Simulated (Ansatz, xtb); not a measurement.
## A geometry optimisation of CH2B2ClF2 with r2SCAN-D4/def2-SVP

The starting geometry of this gas-phase doublet was built from a drawn formula by distance geometry and a force field; its bonds are those of `[BH]B(Cl)C(F)F`.

```xyz
8

C     0.2682    0.4517    0.5674
B     1.6631   -0.6249    2.7741
B     1.5749    0.3073    1.3255
Cl    3.1853    1.0568    0.6688
F    -0.2293   -0.7857    0.1670
F    -0.6533    1.1270    1.3973
H     2.7111   -0.7675    3.3575
H     0.3855    1.0890   -0.3211
```

Q: Predict what becomes of its bonds when it is optimised with r2SCAN-D4/def2-SVP.

A: It keeps its bonds, and is `[BH]B(Cl)C(F)F`.

The energy falls by 1.38 eV over 21 steps:

| step | E − E(last) (eV) |
| --- | --- |
| 1 | 1.384 |
| 3 | 0.530 |
| 5 | 0.104 |
| 8 | 0.035 |
| 10 | 0.027 |
| 12 | 0.008 |
| 14 | 0.005 |
| 17 | 0.001 |
| 19 | 0.000 |
| 21 | 0.000 |

Final geometry (Å):

```xyz
8

C     0.3325    0.4843    0.6362
B     1.9529   -0.1622    2.6964
B     1.8251    0.2142    1.1443
Cl    3.1761    0.3749    0.0201
F    -0.0017   -0.3723   -0.3727
F    -0.5419    0.2503    1.6837
H     2.0167   -0.4517    3.8514
H     0.1457    1.5161    0.2773
```

From the same start GFN2-xTB ends elsewhere, differing in B2–Cl4 (1.89 against 2.99 Å here).

The end wasn't checked by frequencies. Open shells are spin-unrestricted. Run with Ansatz 0.2.0, 88 s on 2 threads of Intel(R) Xeon(R) Platinum 8488C (Sapphire Rapids) (shared host).
